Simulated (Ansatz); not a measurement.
Harmonic frequencies (cm⁻¹) at PBE0-D4/def2-TZVP from Ansatz: 108, 153, 170, 198, 211, 213, 234, 278, 327, 509, 532, 552, 606, 683, 693, 707, 768, 774, 863, 902, 907, 1261, 1454, 1456, 1569, 1573, 1577, 3061, 3146, 3162, 3563, 3564, 3575, 3661, 3661, 3674.

Each molecule was computed in one conformer, which needn't be the lowest.

(1) Which molecule is it?
A. `[OH][GeH]([SiH3])[SiH3]`
B. `[CH3][GeH]([SiH3])[Cl]`
C. `[CH3][Ge]([NH2])([NH2])[NH2]`
D. `C[CH2][GeH3]`

Answers

(1) C.
